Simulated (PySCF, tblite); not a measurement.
Isomers of C4H5F2O2 (doublet state). Computed with GFN2-xTB (tblite): harmonic, unscaled wavenumbers at the GFN2-xTB geometry, gas phase. This tight-binding method is rough: wavenumbers can miss measured ones by several per cent, in bad cases by 10 to 20. One conformer each. Open shells enter through the occupations alone, without spin polarisation, and single modes of such species can be off by tens of per cent.

Electronic energies: B3LYP/pcH-1 single points on the GFN2-xTB geometries (PySCF, gas phase).

```
                           SMILES  electronic energy, lowest = 0 (kcal/mol)
                [CH2]OC(=C)OC(F)F                                      19.0
[CH2][C@@H]1O[C@@H](F)[C@@H](F)O1                                       9.2
       C[C]1O[C@@H](F)[C@@H](F)O1                                       0.0
```

Task: How do GFN2-xTB zero-point energies change the relative energies?

Result: 
```
                           SMILES  ZPE (kcal/mol)  of it from modes above 1550 cm⁻¹  electronic (kcal/mol)  with ZPE, lowest = 0 (kcal/mol)  lowest mode (cm⁻¹)  rings
       C[C]1O[C@@H](F)[C@@H](F)O1            55.3                              21.3                    0.0                              0.0                  62      1
[CH2][C@@H]1O[C@@H](F)[C@@H](F)O1            53.9                              21.5                    9.2                              7.8                  76      1
                [CH2]OC(=C)OC(F)F            52.7                              24.7                   19.0                             16.4                  56      0
```

The zero-point energies span 2.6 kcal/mol, from `[CH2]OC(=C)OC(F)F` to `C[C]1O[C@@H](F)[C@@H](F)O1`. The order is unchanged.

Task: And how do the electronic energies of GFN2-xTB itself compare?

Result: `C[C]1O[C@@H](F)[C@@H](F)O1` 0.0; `[CH2][C@@H]1O[C@@H](F)[C@@H](F)O1` 15.5; `[CH2]OC(=C)OC(F)F` 24.6 kcal/mol, lowest = 0. Against the energies above, taken from the same isomer `C[C]1O[C@@H](F)[C@@H](F)O1`, the largest difference is 6.3 kcal/mol.

Task: What do entropy and thermal enthalpy add at 298.15 K and 1 bar (rigid rotor, harmonic oscillator, one conformer each)?

Result: 
```json
{"SMILES": "C[C]1O[C@@H](F)[C@@H](F)O1", "point group": "Cs", "symmetry number": "1", "S (cal/(mol K))": "89.4", "H − H(0) (kcal/mol)": "5.46", "ZPE + H − H(0) − TS (kcal/mol)": "34.1"}
{"SMILES": "[CH2][C@@H]1O[C@@H](F)[C@@H](F)O1", "point group": "C1", "symmetry number": "1", "S (cal/(mol K))": "88.4", "H − H(0) (kcal/mol)": "5.47", "ZPE + H − H(0) − TS (kcal/mol)": "33.0"}
{"SMILES": "[CH2]OC(=C)OC(F)F", "point group": "C1", "symmetry number": "1", "S (cal/(mol K))": "94.1", "H − H(0) (kcal/mol)": "6.20", "ZPE + H − H(0) − TS (kcal/mol)": "30.8"}
```

S holds R ln(2S + 1) for the spin.
